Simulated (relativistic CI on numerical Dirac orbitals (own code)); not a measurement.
Method of calculation: Dirac-Coulomb-Breit CI, separate exchange-only KLI orbitals for each configuration, model QED (radiative potential, 1s self-energy scaled to tabulated hydrogen-like ionisation energies), unscaled Slater integrals (own radial code, finite nucleus).

The strongest absorption lines from the ground level of an ion, among the configurations computed and to levels below about 133 eV (vacuum wavelength in Å, gf): 96.581 (0.35), 108.66 (2.7), 110.08 (0.63), 111.10 (0.95), 111.52 (1.6), 117.56 (0.29), 118.14 (0.39), 120.56 (1.1).

Question: Which ion is it?
A. Kr12+
B. Se8+
C. Zn6+
D. Se10+

Answer: D. Se10+ has 24 electrons and the ground level 3s²3p⁶3d⁶ ⁵D4; the strongest line goes to 3s²3p⁵3d⁷ ⁵D°4. The pattern of lines fixes the number of electrons, and along that sequence the line energies rise steadily with the charge (about as its square where n changes within one kind of shell, about linearly where n is kept but much faster in heavy ions where fine structure, which grows about as Z⁴, sets the gap, and irregularly where shells cross), which fixes Z. Configurations outside the model, such as inner-shell arrays, can give stronger lines. At this charge energies of transitions that change n are usually good to better than 1 %, and those within a shell (Δn = 0) to a few per cent. Terms inside the open d or f shell come out 10 to 20 % too wide with unscaled integrals.

LS names give the leading component of a level, which can be under half, so a name can repeat, a term be missing and a line seem to break the LS rules.
